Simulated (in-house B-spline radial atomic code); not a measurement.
# RPA and G0W0 on PBE: neutral potassium

Configuration [Ar] 4s1, highest spin, mean-field start PBE. Computed with an all-electron radial atomic-structure program (B-spline basis): all electrons, scalar-relativistic (spin-free one-electron X2C), finite nucleus, each spin shell either full or empty, empty states to l = 9 with an (l + 1/2)⁻⁴ tail; G0W0 by contour deformation at full frequency.

RPA overbinds a lone outer s electron by self-correlation, and G0W0 tends to as well.

Command:
```bash
python run_gw.py task.json out
```
Settings (radii: box in bohr, nucleus in fm):
```
Z                        19
electrons                19
configuration            [Ar] 4s1
hamiltonian              x2c
method                   pbe,pbe
lmax                     9
rms_radius               3.4349
spin_polarised           True
box_radius               40
intervals                74
ion_configuration        [Ne] 3s2 3p6
```

Cost of the run: 7.1 s on 1 thread of Arm Neoverse N1 (shared host).

Energies (hartree):

```json
{"term": "mean-field total", "value": "-602.02811"}
{"term": "Hartree-Fock functional on these orbitals", "value": "-601.45210"}
{"term": "direct second order", "value": "-1.3848"}
{"term": "second-order exchange", "value": "0.47761"}
{"term": "SOSEX correction", "value": "0.42269"}
```

Question: What is the RPA correlation energy, and what remains with SOSEX?

Answer: RPA gives -1.1706 hartree (-1.68 eV per electron); RPA + SOSEX gives -0.74794, and the second-order doubles -0.90719 hartree (no singles). SOSEX takes back 36 % of the RPA value.

Quasi-particle levels (eV):

| level | occupied | mean field | Σx - vxc | Σc | QP weight | G0W0 |
| --- | --- | --- | --- | --- | --- | --- |
| 4s up | yes | -2.542 | -1.47 | ? | ? | ? |
| 4s down | no | -1.518 | 2.82 | -1.79 | 0.718 | -0.485 |

G0W0 = mean field + (Σx - vxc) + Σc, with Σc (partial-wave tail included) taken at the quasi-particle energy. Only the outer levels were computed. Levels of low weight are left out.

Question: Where does G0W0 put 4s up?

Answer: At -4.413 eV, with Σc = -0.40 eV and a quasi-particle weight of 0.610. The tabulated removal energy is 4.341 eV (NIST, measured); the calculation leaves out spin-orbit coupling, Breit and QED terms, and what these don't explain is the method's own error.

Question: What does it cost to remove one electron (to [Ne] 3s2 3p6) by differences of total energies, each species on its own start (correlation terms add to the Hartree-Fock functional)?

Answer: PBE 4.467 eV, Hartree-Fock functional 3.988 eV, + RPA 4.794 eV, + RPA + SOSEX 4.289 eV, + second order 4.560 eV. Tabulated: 4.341 eV (NIST, measured); the calculation leaves out spin-orbit coupling, Breit and QED terms, and what these don't explain is the method's own error.
